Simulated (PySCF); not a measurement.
Species: (Cl2Al-mu-PH2)2.
Geometry (PBE0-D3(BJ)/def2-SVP, Å), atoms numbered from 1 in this order:
```xyz
12
Al2Cl4H4P2 angstrom
Al    -1.6429   -0.1561   -0.6042
Cl    -2.6656    1.5999   -1.1737
Cl    -2.5259   -2.0669   -0.7266
P     -0.5761    0.1554    1.5497
Al     1.6579    0.1492    0.6102
Cl     2.7326   -1.5649    1.2105
Cl     2.4909    2.0852    0.6967
P      0.5937   -0.1912   -1.5403
H     -0.9421    1.3308    2.2457
H     -0.8334   -0.8576    2.5023
H      0.8679    0.8107   -2.5005
H      0.9585   -1.3773   -2.2189
```

Method: TDDFT wB97X-D/def2-SVPD, vertical, gas phase, core orbitals frozen in the response in PySCF.

**Question.** Predict the UV-vis stick spectrum at this level.

**Answer.** 

| state | E (eV) | E (hartree) | f | \|μ\| (D) | main configurations (H = HOMO, L = LUMO) |
| --- | --- | --- | --- | --- | --- |
| S1 | 4.96 | 0.1821 | 0.0000 | 0.01 | H→L (94%) |
| S2 | 5.72 | 0.2102 | 0.0000 | 0.02 | H-1→L (90%) |
| S3 | 6.55 | 0.2409 | 0.0000 | 0.01 | H-4→L (88%) |
| S4 | 6.60 | 0.2426 | 0.0000 | 0.01 | H→L+1 (78%), H→L+2 (9%) |
| S5 | 6.91 | 0.2538 | 0.021 | 0.90 | H-2→L (91%) |
| S6 | 6.95 | 0.2555 | 0.0003 | 0.10 | H-3→L (92%) |
| S7 | 6.95 | 0.2556 | 0.0018 | 0.26 | H→L+2 (62%), H-6→L (17%) |
| S8 | 6.99 | 0.2569 | 0.093 | 1.87 | H→L+3 (86%) |
| S9 | 7.03 | 0.2583 | 0.026 | 0.98 | H-5→L (94%) |
| S10 | 7.10 | 0.2608 | 0.0003 | 0.11 | H-6→L (76%), H→L+2 (10%) |
| S11 | 7.22 | 0.2652 | 0.017 | 0.79 | H-7→L (88%) |
| S12 | 7.37 | 0.2709 | 0.424 | 3.89 | H-1→L+1 (43%), H-1→L+2 (34%) |
| S13 | 7.52 | 0.2764 | 0.0002 | 0.08 | H-8→L (64%), H→L+6 (13%), H-2→L+1 (8%) |
| S14 | 7.57 | 0.2781 | 0.0048 | 0.41 | H→L+4 (52%), H-1→L+1 (26%) |

Triplets, Tamm–Dancoff:

| state | E (eV) | λ (nm) | main configurations (H = HOMO, L = LUMO) |
| --- | --- | --- | --- |
| T1 | 4.72 | 262.7 | H→L (91%) |
| T2 | 5.31 | 233.3 | H-1→L (84%) |
| T3 | 5.85 | 211.9 | H-4→L (70%), H-9→L (18%) |
| T4 | 6.04 | 205.3 | H→L+2 (41%), H→L+1 (38%) |

The lowest singlet comes at 250 nm (478 kJ/mol) in the ultraviolet; it is dark (f under 0.0005); its leading configuration is HOMO→LUMO (94%). The strongest level in the table is S12 at 7.37 eV (168 nm, f = 0.424). S6/S7 lie within about 0.01 eV of each other. Löwdin shares by element: HOMO phosphorus 47%, chlorine 17% or more (atoms not listed hold the other 36%); LUMO phosphorus 51%, aluminium 19% (atoms not listed hold the other 30%). The oscillator strengths of these states sum to 0.588; summed over the whole spectrum of an exact calculation they would give the number of electrons, 128 (Thomas–Reiche–Kuhn). Orbital energies (eV): HOMO-3 -11.18, HOMO-2 -11.15, HOMO-1 -10.59, HOMO -9.99, LUMO -0.46, LUMO+1 0.63, LUMO+2 0.94. Weighted by f, the mean energy of these states is 7.27 eV. All these states lie below the vertical ionisation energy of 10.04 eV (ΔSCF). Orbitals of the list HOMO-3 to LUMO+2 that lie within 0.01 eV of each other are written together with a slash and their weights summed (≥ marks a lower bound); for degenerate orbitals outside that list single weights are arbitrary. Only the lowest 15 singlets were computed, as vertical energies without vibronic structure. The highest level found (7.58 eV, f 0.0000 so far) is left out, since the window may have cut off a degenerate partner.

One conformer stands for the species.
